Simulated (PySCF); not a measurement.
Si(CCH)(Cl)(H)2, SMILES [SiH2](Cl)C#C (C2H3ClSi) (PBE0/def2-SVP optimised geometry):

```
7

Si    -0.798    -0.345     0.000
Cl     1.269    -0.345     0.000
C     -1.414    -1.197     1.495
C     -1.839    -1.761     2.485
H     -1.268    -1.064    -1.213
H     -1.269     1.064     0.000
H     -2.212    -2.261     3.362
```

Calculation: PBE0/def2-TZVP in PySCF 2.14.0.

Q: What are the frontier orbital energies and the dipole moment?

A: HOMO-2 -9.16 eV, HOMO-1 -8.64 eV, HOMO -8.52 eV, LUMO -0.88 eV, LUMO+1 -0.38 eV; dipole moment 1.60 D.

On the same geometry PBE/def2-TZVP run with PySCF gives HOMO-2 -7.78 eV, HOMO-1 -7.41 eV, HOMO -7.29 eV, LUMO -1.81 eV, LUMO+1 -1.33 eV; dipole moment 1.51 D.

Meta-Löwdin charges at PBE0/def2-TZVP: Si1 0.70, Cl2 -0.29, C3 -0.30, C4 -0.13, H5 -0.08, H6 -0.08, H7 0.18.
